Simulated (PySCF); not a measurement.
## Löwdin shares of the frontier orbitals

Species: Ta(NSiMe3)(NH2)3, C3H15N4SiTa (singlet state).
Structure used (PBE0-D3(BJ)/def2-SVP), in Å, numbered top down from 1:
```
atom  x, y, z in Å
Ta1   -0.0114    0.0103   -2.0641
N2    -0.0215    0.0104   -0.2843
Si3   -0.0087   -0.0026    1.4539
C4    -1.7549    0.2955    2.0905
C5     1.1328    1.3580    2.0758
C6     0.6097   -1.6734    2.0586
H7    -2.4397   -0.4855    1.7247
H8    -1.7873    0.2919    3.1921
H9    -2.1343    1.2681    1.7399
H10    1.1613    1.3892    3.1770
H11    2.1602    1.2001    1.7117
H12    0.7955    2.3419    1.7134
H13   -0.0367   -2.4849    1.6893
H14    1.6313   -1.8651    1.6942
H15    0.6251   -1.7219    3.1595
N16    1.8943   -0.0671   -2.6644
H17    2.7087   -0.0947   -2.0585
H18    2.2030   -0.0986   -3.6330
N19   -0.8965    1.6966   -2.6781
H20   -1.2937    2.4141   -2.0794
H21   -1.0243    1.9699   -3.6496
N22   -1.0194   -1.6041   -2.6790
H23   -1.4691   -2.2894   -2.0800
H24   -1.1823   -1.8590   -3.6501
```

The calculation used TDDFT wB97X-D/def2-SVPD, vertical, gas phase, core orbitals frozen in the response, def2 core potentials past Kr (PySCF 2.14.0, density-fitted response routines). Spin–orbit coupling is left out.

Kohn–Sham orbitals with the atoms that hold most of them (Löwdin shares over 4%, at most four atoms; ? is withheld):

| orbital | ε (eV) | atoms |
| --- | --- | --- |
| LUMO+2 | 1.96 | Ta1 52%, N2 10%, N16 8%, N19 8% |
| LUMO+1 | 1.94 | Ta1 51%, N2 9%, N22 8%, N16 8% |
| LUMO | 1.46 | ? |
| HOMO | ? | ? |
| HOMO-1 | -8.92 | N2 42%, Ta1 15%, C4 11%, Si3 9% |
| HOMO-2 | -8.93 | N2 42%, Ta1 15%, C6 11%, Si3 9% |
| HOMO-3 | -9.90 | N19 35%, N22 23%, Ta1 17% |

(1) Give the leading atoms of the LUMO.

(2) Give the leading atoms of the HOMO.

(3) What is the HOMO energy, and the HOMO–LUMO gap?

Answers

(1) Ta1 (bonded to 4 N) 51%; H24 (bonded to N) 6%; H18 (bonded to N) 6%; H21 (bonded to N) 6%. By element: tantalum 51%, hydrogen 19% or more.

(2) N16 (bonded to Ta and 2 H) 27%; N19 (bonded to Ta and 2 H) 27%; N22 (bonded to Ta and 2 H) 27%.

(3) ε(HOMO) = -8.58 eV; the gap is 10.04 eV (0.3690 hartree).

The HOMO–LUMO gap is 10.04 eV. Where does the response calculation put the lowest singlet, and from which orbitals?

S1 is at 5.54 eV (f = 0.0000), 4.50 eV below the gap, made of HOMO→LUMO (62%), HOMO→LUMO+1 (12%), HOMO→LUMO+3 (10%). Without the coupling terms of the response equations the lowest excitation would equal the gap.

For S1 the Löwdin share of tantalum is at most 4% in HOMO and 51% in LUMO.

Next come S2 at 5.72 eV (f 0.0000), HOMO-2/HOMO-1→LUMO+1 (≥24%), HOMO-2/HOMO-1→LUMO+3 (≥20%), HOMO-2/HOMO-1→LUMO+2 (≥18%); S3 at 5.84 eV (f 0.044), HOMO→LUMO+1 (50%), HOMO→LUMO+3 (14%), HOMO→LUMO+2 (13%); S4 at 5.84 eV (f 0.037), HOMO→LUMO+2 (41%), HOMO→LUMO+3 (22%), HOMO-2/HOMO-1→LUMO+1 (≥10%); S5 at 5.91 eV (f 0.0024), HOMO-2/HOMO-1→LUMO+2 (≥27%), HOMO-2/HOMO-1→LUMO+3 (≥22%), HOMO-2/HOMO-1→LUMO+1 (≥11%).

Orbitals of the list HOMO-3 to LUMO+2 that lie within 0.01 eV of each other are written together with a slash and their weights summed (≥ marks a lower bound); for degenerate orbitals outside that list single weights are arbitrary.

Löwdin shares depend on the basis, the more so with diffuse functions.
